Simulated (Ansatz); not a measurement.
`[NH2][Al]1[O][GaH]1` + `F[SiH3]` → `F[SiH2][Al]1[O][GaH]1` + NH₃ at 400 K and 1 bar (formal exchange of groups at the Al–N bond).

Gas-phase electronic energies from Ansatz, PBE0-D4/def2-TZVP geometries. CBS: MP2 limit from def2 TZ/QZ plus the TZ coupled-cluster correction, frozen cores. This one scheme is used for every species. For Ga outer-core shells are correlated without core-valence functions, which leaves a few kJ/mol of doubt a bond. Scalar relativity is left out up to krypton. One conformer a species, not always the lowest.

```tsv
species	CCSD(T)/CBS energy (Eh)	H − E (kJ/mol)	S (J/(mol·K))
`[NH2][Al]1[O][GaH]1`	-2297.70570	124.1	361.5
`F[SiH3]`	-390.72345	88.0	253.8
`F[SiH2][Al]1[O][GaH]1`	-2631.88602	116.6	426.4
NH₃	-56.50880	104.2	203.1
```

H − E and S are ideal-gas, rigid-rotor, harmonic terms from PBE0-D4/def2-TZVP, for one conformer and one mirror image of each species. 1 Eh = 2625.50 kJ/mol, R = 8.31446 J/(mol·K).

**Question.** By hand: ΔE, ΔH, ΔS and ΔG.

**Answer.** ΔE = (-2631.88602) + (-56.50880) − (-2297.70570) − (-390.72345) = 0.03433 Eh = 90.1 kJ/mol. Δ(H − E) = 116.6 + 104.2 − 124.1 − 88.0 = 8.7, so ΔH = 98.8 kJ/mol. ΔS = 426.4 + 203.1 − 361.5 − 253.8 = 14.2 J/(mol·K). ΔG = 98.8 − 400 × (14.2)/1000 = 93.1 kJ/mol.

**Question.** By hand: the equilibrium constant, and the temperature at which ΔG would vanish if ΔH and ΔS stayed fixed.

**Answer.** log₁₀ K = −ΔG/(RT ln 10) = -12.2. ΔG = 0 at ΔH/ΔS = 6958 K, far beyond where these terms or the molecules hold.

The number of gas molecules stays the same, so ΔS is small and ΔH decides. A doubt of 5 kJ/mol in ΔE shifts log₁₀ K by 0.7 here. Other conformers and mirror images would add mixing entropy, several J/(mol·K) or more a flexible species. Modes under 60 cm⁻¹, often nearly free rotors, make the harmonic entropy too high. These are equilibria of isolated gas molecules and say nothing of rates. Largest T1 diagnostic: 0.017 (customary marks: 0.02 for closed shells, 0.045 for open ones).
